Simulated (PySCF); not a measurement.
**C₆ coefficients of unlike pairs at PBE**

Calculated with PySCF 2.14 from the dipole response of each species, C₆(A,B) = (3/π) ∫ α_A(iu) α_B(iu) du, in atomic units, from isotropic polarisabilities. For ions this is the dispersion term alone; charge-induced terms of lower order in 1/R come first.

```json
{"species": "Mg+", "configuration": "[Ne] 3s1 (2S)", "basis": "dyall-av3z (20s13p6d4f)", "relativity": "spin-free X2C", "α (bohr³)": "33.51", "C₆ (like pair)": "144.4"}
{"species": "Al(3+)", "configuration": "[Ne] (1S)", "basis": "aug-cc-pwCVDZ (6s5p3d)", "relativity": "none", "α (bohr³)": "0.2439", "C₆ (like pair)": "0.2188"}
{"species": "Co(2+)", "configuration": "[Ar] 3d7 (4F)", "basis": "def2-QZVPPD (11s6p5d4f2g)", "relativity": "none", "α (bohr³)": "3.677", "C₆ (like pair)": "10.44"}
{"species": "Rh+", "configuration": "[Kr] 4d8 (3F)", "basis": "aug-cc-pVTZ-PP with one added diffuse shell each of s, p, d, f, g type with ECP28MDF (7s7p6d4f3g)", "relativity": "core potential", "α (bohr³)": "14.46", "C₆ (like pair)": "90.92"}
```

(1) Estimate C₆ for Rh+ with Mg+.

No spin-orbit coupling is included.

The other pairs:

| pair | C₆ |
| --- | --- |
| Rh+, Al(3+) | 3.203 |
| Rh+, Co(2+) | 29.93 |
| Co(2+), Mg+ | 27.72 |
| Al(3+), Mg+ | 2.309 |
| Co(2+), Al(3+) | 1.286 |

Answers

(1) The integral gives 95.71. The combination rule 2 C_A C_B / (C_A α_B/α_A + C_B α_A/α_B) gives 96.15 and the geometric mean 114.6.
